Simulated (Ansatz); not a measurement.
Start from `C[Se][SnH3]` and change one atom or group to get `C[Se]P`.

Ansatz, PBE0-D4/def2-TZVP geometries, multiplicity 1. Each molecule was computed in one conformer, which needn't be the lowest.

Elements past krypton have def2 core potentials. Scalar relativity is left out up to krypton.

```json
{"property": "LUMO energy (ωB97M-V/def2-TZVPP) / eV", "`C[Se][SnH3]`": "0.95"}
{"property": "HOMO energy (PBE0/def2-TZVPP) / eV", "`C[Se][SnH3]`": "-6.46"}
{"property": "zero-point energy (PBE0-D4/def2-TZVP) / kJ/mol", "`C[Se][SnH3]`": "152.5"}
{"property": "LUMO energy (PBE0/def2-TZVPP) / eV", "`C[Se][SnH3]`": "-0.63"}
{"property": "HOMO–LUMO gap (B3LYP/def2-TZVPP) / eV", "`C[Se][SnH3]`": "5.34"}
{"property": "size of the dipole moment (ωB97M-V/def2-TZVPP) / D", "`C[Se][SnH3]`": "1.37"}
```

(1) What does the change do to each property? (An estimate is asked.)

Results:

(1) The calculation gave: 
```tsv
property	`C[Se]P`	shift
LUMO energy (ωB97M-V/def2-TZVPP) / eV	1.34	0.39
HOMO energy (PBE0/def2-TZVPP) / eV	-6.53	-0.07
zero-point energy (PBE0-D4/def2-TZVP) / kJ/mol	145.8	-6.7
LUMO energy (PBE0/def2-TZVPP) / eV	-0.52	0.11
HOMO–LUMO gap (B3LYP/def2-TZVPP) / eV	5.55	0.21
size of the dipole moment (ωB97M-V/def2-TZVPP) / D	0.72	-0.65
```

With PBE0 the HOMO falls by 0.07 eV and the LUMO rises by 0.11 eV, so the gap widens by about 0.18 eV. PBE moves the HOMO by -0.05 eV and ωB97M-V by -0.08 eV. The zero-point energy changes by -6.7 kJ/mol with -3 modes. Dipoles are sizes alone; their direction can turn.

B3LYP here is the variant with VWN-RPA as its local correlation; programs differ in this.

Spin–orbit coupling is left out; it splits and shifts lone-pair levels of the heavy atoms by tenths of an eV.
